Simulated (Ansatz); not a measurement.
Total energies of PtS3⁻ (the lowest doublet isomer of a short search) from Ansatz at PBE0-D4/def2-TZVPD, gas phase (1 Eh = 27.2114 eV = 2625.5 kJ/mol). The reference geometry is relaxed at r2SCAN-D4/def2-SVPD.

```xyz
4

Pt    0.380    0.345    0.138
S    -0.398   -1.334   -1.260
S    -1.740   -0.816    0.236
S     1.759    1.805    0.885
```

```csv
state,geometry,energy (Eh)
charge -1 doublet,reference,-1313.69946
charge 0 triplet,reference,-1313.58762
charge -1 quartet,relaxed at r2SCAN-D4/def2-SVPD,-1313.67487
```

In the def2 sets Pt takes a core potential; there is no spin–orbit coupling.

(1) Work out the vertical ionisation energy to the triplet.

(2) Which of the charge -1 states is lowest, and how far above it are the others?

(1) E(charge 0 triplet) − E(charge -1 doublet) = -1313.58762 − (-1313.69946) = 0.11184 Eh = 3.04 eV. For comparison, −ε of the highest occupied level of the spin that leaves is 1.35 eV at this level, 1.69 eV less.

(2) The doublet. quartet: -1313.67487 − (-1313.69946) = 0.02459 Eh = 64.6 kJ/mol.

The structure comes from a short search, and lower isomers may exist.
